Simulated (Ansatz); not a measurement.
Reactions of `[OH][GeH3]`.

Calculated with Ansatz (gas phase, PBE0-D4/def2-TZVP geometries, no zero-point term in ΔE). CCSD(T)/CBS adds triple-zeta CCSD(T) − MP2 to the extrapolated MP2 energy (def2 sets, frozen cores). This one scheme is used for every species, atoms too. DFT in def2-TZVPP. No spin–orbit coupling; open shells (•) take unrestricted orbitals. Spin–orbit coupling would lower the free atoms: a little for Cl. def2 core potentials past Kr. For Ge, In, Se outer-core shells are correlated without core-valence functions, so the limit isn't a true one: a few kJ/mol of doubt a bond, and 10 to 20 or more in all where bonds break to atoms. Scalar relativity is left out up to krypton. Each species was taken in one conformer, which may not be the lowest.

```csv
reaction,CCSD(T)/CBS(def2) (kJ/mol)
`[OH][GeH3]` + `NBS` → `NB[S][GeH3]` + H₂O,?
`[OH][GeH3]` + `[SeH][Si]([SeH])([SeH])[SeH]` → `[OH][GeH2][SeH]` + `[SeH][SiH]([SeH])[SeH]`,-2
`[OH][GeH3]` + `[CH3]`• → `[OH][GeH2]`• + CH₄,-92
`[OH][GeH3]` + Cl• → `[O][GeH3]`• + HCl,72
`[OH][GeH3]` + `CC(=N)O[SiH2]O` → `C[C](=N)[GeH2][OH]` + `O[SiH2]O`,?
`[OH][GeH3]` + `FCC[SiH3]` → `[OH][GeH2][CH2][SiH3]` + fluoromethane,-39
`[OH][GeH3]` + `CC(O)=S` → `CC(=S)[O][GeH3]` + H₂O,18
`[OH][GeH3]` + `C[NH][InH2]` → `C[N]([GeH3])[InH2]` + H₂O,1
`[OH][GeH3]` + `[CH3]`• → `[O][GeH3]`• + CH₄,50
`[OH][GeH3]` + `CB(O)C=[Se]` → `[GeH3][CH]=[Se]` + `CB(O)O`,?
```

**Question.** Fill in the missing values. (Best estimate.)

**Answer.** Computed: `[OH][GeH3]` + `NBS` → `NB[S][GeH3]` + H₂O: -30.0 kJ/mol; `[OH][GeH3]` + `CC(=N)O[SiH2]O` → `C[C](=N)[GeH2][OH]` + `O[SiH2]O`: +6.1 kJ/mol; `[OH][GeH3]` + `CB(O)C=[Se]` → `[GeH3][CH]=[Se]` + `CB(O)O`: -63.6 kJ/mol.

Largest T1 diagnostic: 0.017, for `CC(O)=S`.
